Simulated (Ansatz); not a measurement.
HAlCl, SMILES `[AlH-][Cl]` (lower singlet) (charge -1, multiplicity 1). This singlet lies 1.12 eV below the relaxed triplet at the level frozen-core CCSD(T)/aug-cc-pVTZ // PBE0-D3(BJ)/def2-TZVPD (Ansatz, a program for electronic structure).

Cartesian coordinates (Å):
```xyz
3

Al    -0.3272     0.8545     0.0000
Cl     1.6452    -0.3326     0.0000
H     -1.3180    -0.5219     0.0000
```
Charge -1, spin multiplicity 1.

The restricted HF start is unstable towards unrestricted orbitals.

Task: Give the natural occupations of the active orbitals, the CASSCF energy and the corrected energy for frozen-core fic-MRCISD+Q@CASSCF(2e,2o)/aug-cc-pVTZ // PBE0-D3(BJ)/def2-TZVPD in Ansatz.

Result: 
The natural occupations comes out as 1.89, 0.11. The CASSCF energy is -702.1064 Ha and the corrected energy is -702.4054 Ha. The weight of the reference is 0.896.
